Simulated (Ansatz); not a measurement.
# SbH2Cl (SMILES [Cl][SbH2]): the energy, rung by rung

SbH2Cl has 4 atoms, charge 0, and is taken as a singlet. SMILES: `[Cl][SbH2]`. The coordinates come from a PBE0-D4/def2-TZVP relaxation.

```xyz
4

Cl   -1.7845    0.2887   -0.6315
Sb    0.5021   -0.2753   -0.5776
H     0.3797   -1.1837    0.8689
H     0.9583    1.1100    0.3199
```

Each level gives the energy change with the Sb2–H3 bond stretched from 1.712 to 3.425 Å (eV). The values are calculated.

```
                        level                    kind  program  value (eV)  CPU time (all runs)
       HF/STO-3G (restricted)            Hartree–Fock   Ansatz        7.53                1.5 s
     BLYP/STO-3G (restricted)                     GGA   Ansatz        4.74                3.5 s
      PBE/STO-3G (restricted)                     GGA   Ansatz        4.87                3.3 s
   r2SCAN/STO-3G (restricted)                meta-GGA   Ansatz        5.25                9.3 s
     PBE0/STO-3G (restricted)           global hybrid   Ansatz        5.64                3.5 s
CAM-B3LYP/STO-3G (restricted)  range-separated hybrid   Ansatz        6.10                4.1 s
    HSE06/STO-3G (restricted)  range-separated hybrid   Ansatz        5.59                4.1 s
   B2PLYP/STO-3G (restricted)           double hybrid   Ansatz        5.20                6.1 s
      MP2/STO-3G (restricted)     perturbation theory   Ansatz        5.11                1.6 s
 CCSDT(Q)/STO-3G (restricted)   coupled cluster or CI   Ansatz        3.54                1.3 s
```

All-electron rows without a relativistic Hamiltonian named are non-relativistic. The first shape isn't each level's own minimum. The values span 3.54 to 7.53 eV. All rows use very small basis sets, so even the best lies far from the true value. In the correlated wave-function rows the outer d shell of Sb is correlated, in sets not made for it. CPU times are rough (shared hosts, several kinds of processor): they show what a rung costs within a factor of a few.
